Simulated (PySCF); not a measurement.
Job for PySCF: R-HF/STO-3G on H4SSe (a complex), monomers drawn apart or pushed together.

```python
from pyscf import gto, scf, dft, mp
from pyscf.data.elements import chemcore

mol = gto.M(
    atom='''
    S    -0.23344105   -0.23086733   -0.08260392
    H     0.58208655    0.81659205    0.11794158
    H    -1.30168883    0.43315143    0.38675016
    Se    0.13985696    0.12562136    3.19287313
    H     0.35691040   -0.10423708    4.63162896
    H     0.35035292   -1.29364533    2.88431439
    ''',
    basis='sto-3g',
    charge=0, spin=0, verbose=3, max_memory=1800)
mf = scf.RHF(mol)
mf.conv_tol = 1e-8
mf.max_cycle = 100
mf.kernel()
if not mf.converged:
    mf = mf.newton().run(mf.mo_coeff, mf.mo_occ)
```

Program output:

```
converged SCF energy = -2769.00016607697
```

The run converged.

Cost: very roughly 0.08 core-seconds.
